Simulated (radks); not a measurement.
The numbers below are computed, except where a source is named.
Numerical settings for neutral gold, [Xe] 4f14 5d10 6s1. Code: a radial shooting solver on a logarithmic mesh with Libxc functionals. Model: Dirac Kohn-Sham, BLYP, spin-unpolarised, spherical densities, point nucleus. The defaults (mesh step 0.008 in ln r, mesh end at 40 bohr or more with all orbitals vanishing there, Anderson mixing 0.5 over 9 steps, residual threshold near 1e-9 with the energy settled to 1e-9 hartree or 1e-11 of itself, here a cap of 52 iterations) give E = -19049.126 hartree and 6s1/2 at -5.792 eV in 15 iterations. Run on one thread of a shared host, so times are rough (Arm Neoverse N1): 0.25 s of CPU time, 0.25 s wall, 15 iterations on 2728 mesh points. Changes against that run (0 stands for a change within the tolerance of the run):

setting                    iterations  converged  E (mhartree)  e(6s1/2) (meV)  CPU (s)
mesh step in ln r 0.005            15        yes             0               0     0.39
mesh step in ln r 0.02             15        yes     +0.000775               0     0.12
mesh step in ln r 0.05             15        yes        +0.225         +0.0137     0.06
mesh end (bohr) 12                 15        yes      +0.00797          +0.962     0.24
mesh end (bohr) 5                  14        yes         +74.9       +2.09e+03     0.22
residual threshold 1e-13           21        yes             0               0      0.3
residual threshold 0.01             9        yes      +0.00363            -8.3     0.19
mixing 1.5                         16        yes             0               0     0.26
linear mixing, mixing 0.5          30        yes             0               0      0.4
linear mixing, mixing 1            52         no      +1.4e+06       +5.79e+03      3.1
mixing history 20                  19        yes             0               0     0.29
iteration cap 2                     2         no     +1.22e+03       -7.72e+03     0.05

Settings that end as converged yet miss the energy by more than 1 mhartree: mesh end (bohr) 5 (+0.0749 hartree). A mesh that ends early acts as a hard wall.
